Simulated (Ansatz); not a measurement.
Caution, from a PySCF single point (B3LYP-D3(BJ)/def2-TZVPD) at this geometry: the highest occupied level lies above zero, so the state may not be bound. This singlet lies 1.42 eV below the relaxed triplet at the level frozen-core CCSD(T)/aug-cc-pVTZ // B3LYP-D3(BJ)/def2-TZVPD (Ansatz, a program for electronic structure).

Species: HBFS, SMILES `F[B-]S` (lower singlet; F–B–S–H torsion 180°) (charge -1, multiplicity 1).

Give a relaxed geometry from B3LYP-D3(BJ)/def2-TZVPD run with Ansatz.

One answer among several that fit: the end point of this relaxation, one of several conformers (outside a Z-matrix the atoms follow the SMILES, hydrogens last).
Bond lengths (Å): F1–B2 1.364, B2–S3 2.004, S3–H4 1.338. Angles (°): F1–B2–S3 103.6, B2–S3–H4 94.6.
